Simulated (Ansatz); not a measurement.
Compare A (`[CH2]1[NH][GeH2]1`) with its isomer B (`C=[N][GeH3]`).

Program: Ansatz. Geometries: PBE0-D4/def2-TZVP. ΔE: electronic, gas phase. CCSD(T)/CBS adds triple-zeta CCSD(T) − MP2 to the extrapolated MP2 energy (def2 sets, frozen cores). Functionals use def2-TZVPP. B3LYP here is the variant with VWN-RPA as its local correlation; programs differ in this. For Ge outer-core shells are correlated without core-valence functions, which leaves a few kJ/mol of doubt a bond. Scalar relativity is left out up to krypton.

Which isomer does CCSD(T)/CBS put lower? Give the gap. (Best estimate.)

Computed: B, by 55.3 kJ/mol.

Give E(B) − E(A) in kJ/mol with CCSD/def2-TZVPP, PBE0-D4, r2SCAN-D4, B3LYP, BLYP-D4, HF/def2-TZVPP, MP2/def2-TZVPP. (Estimate.)

Computed: CCSD/def2-TZVPP -68.4, PBE0-D4 -49.6, r2SCAN-D4 -53.3, B3LYP -72.3, BLYP-D4 -74.2, HF/def2-TZVPP -107.5, MP2/def2-TZVPP -53.6. None reverses the order clearly.

Does the order hold for the free energy at 298.15 K (harmonic terms from PBE0-D4)? (An estimate is asked.)

Ansatz gave: Yes: G(B) − G(A) = -68.0 kJ/mol.

Largest T1 diagnostic: 0.013.

In def2-TZVPP, CCSD(T) changes the Hartree–Fock value by +43.0 kJ/mol (the triples alone add +3.9 kJ/mol) and MP2 by +53.8 kJ/mol. At CCSD(T), def2-SVP lies −28.5 kJ/mol from the extrapolated value and def2-TZVPP −9.2 kJ/mol.
